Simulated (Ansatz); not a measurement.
Frontier orbitals of C₂H₆F₂Ge, SMILES `[CH3][Ge]([CH3])([F])[F]`.

```
atom    x (Å)    y (Å)    z (Å)
  C1   0.6693   1.1509  -1.0827
 Ge2   0.1966   0.1924   0.5198
  C3  -0.9077  -1.3842   0.4524
  F4   1.6709  -0.2319   1.3335
  F5  -0.5602   1.3192   1.6031
  H6   1.2937   2.0032  -0.8146
  H7  -0.2291   1.5104  -1.5857
  H8   1.2239   0.5011  -1.7606
  H9  -1.8813  -1.1443   0.0236
 H10  -1.0471  -1.7627   1.4651
 H11  -0.4290  -2.1540  -0.1539
```

The species carries charge 0 and has multiplicity 1. Correlated methods include outer-core shells of Ge, which these sets cover unevenly. Scalar relativity is left out up to krypton. The geometry is a stationary point of PBE0-D4/def2-TZVP. Basis def2-TZVPP, the Gaussian-basis code of Ansatz.

Orbital energies of one run (eV). Highest occupied ones, from the top: -7.49, -8.65, -8.69, -8.87, -9.53, -9.72, -9.99, -10.31, -10.48, -10.67, -10.98, -13.04, -17.52, -18.05. Empty: -0.16, 0.57, 0.75, 1.06, 1.65, 1.80.

Task: Which functional gave them?
A. r2SCANh
B. revPBE
C. LC-ωPBE
D. PBE0

Result: B. HOMO energies: revPBE -7.49, PBE0 -8.99, r2SCANh -8.42, LC-ωPBE -11.70 eV.

LC-ωPBE has ω = 0.4 bohr⁻¹.
